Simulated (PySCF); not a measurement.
## Basis and Hamiltonian dependence of the ionisation energy of Bi²⁺

Bi²⁺ [Xe] 4f14 5d10 6s2 6p1 (2P) → Bi³⁺ [Xe] 4f14 5d10 6s2 (1S). Calculated with PySCF 2.14 from differences of total energies of unrestricted determinants, without spin-orbit coupling. Values in eV.

| basis | Hamiltonian | functions | UHF | PBE | PBE0 | MP2 (valence) | CCSD(T) (valence) | CCSD(T) (valence and next inner shell) |
| --- | --- | --- | --- | --- | --- | --- | --- | --- |
| cc-pVDZ-PP with ECP60MDF | ECP | 23 | 22.991 | n/a | n/a | 23.111 | 23.170 | n/a |
| def2-SVP with the def2 core potential (60 electrons) | ECP | 26 | 22.996 | n/a | n/a | 23.107 | 23.163 | n/a |
| aug-cc-pVDZ-PP with ECP60MDF | ECP | 32 | 23.004 | 23.606 | 23.630 | 23.127 | 23.187 | n/a |
| aug-cc-pwCVDZ-PP with ECP60MDF | ECP | 48 | 23.017 | 23.620 | 23.644 | 23.168 | 23.232 | 23.332 |
| def2-TZVPPD with the def2 core potential (60 electrons) | ECP | 56 | 23.041 | 23.639 | 23.663 | 23.233 | 23.297 | 23.444 |
| aug-cc-pVTZ-DK3 | spin-free X2C | 84 | 23.075 | 23.657 | 23.687 | 23.270 | 23.332 | n/a |
| aug-cc-pVQZ-PP with ECP60MDF | ECP | 92 | 23.052 | 23.638 | 23.664 | 23.279 | 23.338 | n/a |
| ANO-RCC-VTZP | spin-free X2C | 93 | 23.080 | 23.666 | 23.695 | 23.284 | 23.342 | 23.598 |
| aug-cc-pwCVTZ-PP with ECP60MDF | ECP | 96 | 23.059 | 23.644 | 23.672 | 23.270 | 23.334 | n/a |
| def2-QZVPP with one added diffuse shell each of s, p, d, f type with the def2 core potential (60 electrons) | ECP | 98 | 23.054 | 23.639 | 23.666 | 23.281 | n/a | n/a |
| x2c-TZVPPall with one added diffuse shell each of s, p, d, f type | spin-free X2C | 99 | 23.099 | 23.715 | 23.740 | 23.287 | 23.348 | 23.503 |
| aug-cc-pVQZ-DK3 | spin-free X2C | 118 | 23.080 | n/a | n/a | 23.305 | 23.363 | n/a |
| aug-cc-pwCVTZ-DK3 | spin-free X2C | 125 | 23.088 | 23.675 | 23.704 | 23.298 | 23.361 | n/a |

Estimate the row for x2c-TZVPPall (spin-free X2C, 83 functions).

From the rows with the same Hamiltonian and similar size; the calculation gives UHF 23.09; PBE 23.71; PBE0 23.74; MP2 (valence) 23.28; CCSD(T) (valence) 23.34; CCSD(T) (valence and next inner shell) 23.49 (eV).

Extrapolation of CCSD(T) (valence) from aug-cc-pVTZ-DK3 and aug-cc-pVQZ-DK3: the correlation parts are 0.258 and 0.283 eV; with the X⁻³ form and unrounded values, (4³ × 0.283 − 3³ × 0.258)/(4³ − 3³) = 0.301 eV, and adding the Hartree-Fock value 23.080 eV of the larger basis gives 23.381 eV.

Frozen in the all-electron rows: valence: [Xe] 4f14 5d10; valence and next inner shell: [Kr] 4d10 4f14; with a core potential, the same shells as far as they lie outside it.

Between the lowest levels the reference is 25.571 eV (measured; NIST Atomic Spectra Database, ionization energies); it includes spin-orbit coupling, which these numbers lack.
